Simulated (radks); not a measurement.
The lanthanum anion La- inside a hard spherical wall (all orbitals vanish at R), configuration held at [Xe] 5d2 6s2 and not refilled when levels cross. Method: scalar-relativistic Kohn-Sham, LDA (Slater exchange, VWN5 correlation), spin-polarised, spherical densities, point nucleus; open shells are filled with parallel spins first (spin-orbit coupling, left out, can overturn this in heavy ions); computed with a radial shooting solver on a logarithmic mesh with Libxc functionals. Eigenvalues in eV for spin up, with the zero of energy where the potential of the charges vanishes at infinity; a dash marks a level that is unbound or too diffuse for the functional's potential to be trusted. A positive occupied level is held by the wall or, in an anion where self-interaction has pushed it up, behind a barrier. The pressure on the wall is -dE/dV.

| R (bohr) | E (hartree) | kinetic (hartree) | e(5s) | e(5p) | e(6s) | e(5d) | e(6p, empty) | e(7s, empty) | pressure (GPa) |
|---|---|---|---|---|---|---|---|---|---|
| 20 | -8486.9280 | 8975.293 | -33.606 | -17.164 | 0.146 | 1.381 | 1.670 | 1.972 | 0.000537 |
| 15 | -8486.9266 | 8975.300 | -33.422 | -16.982 | 0.274 | 1.540 | 1.951 | 2.904 | 0.00771 |
| 10 | -8486.9070 | 8975.391 | -32.425 | -16.001 | 1.008 | 2.385 | 3.138 | 6.605 | 0.289 |
| 5 | -8486.2478 | 8977.651 | -24.540 | -8.537 | 11.317 | 10.029 | 17.484 | 42.905 | 56.7 |
| 4 | -8485.0969 | 8981.651 | -18.478 | -2.706 | 24.848 | 17.462 | 34.706 | 80.696 | 297 |
| 3.5 | -8483.6140 | 8986.805 | -12.887 | 3.044 | 39.997 | 25.097 | 52.850 | 117.92 | 802 |
| 3 | -8480.3908 | 8997.561 | -3.380 | 13.475 | 68.782 | 39.050 | 85.811 | 182.38 | 2470 |
| 1.5 | -8376.9620 | 9288.862 | 209.44 | 252.92 | 629.19 | 319.29 | 672.91 | 1205.7 | 291000 |
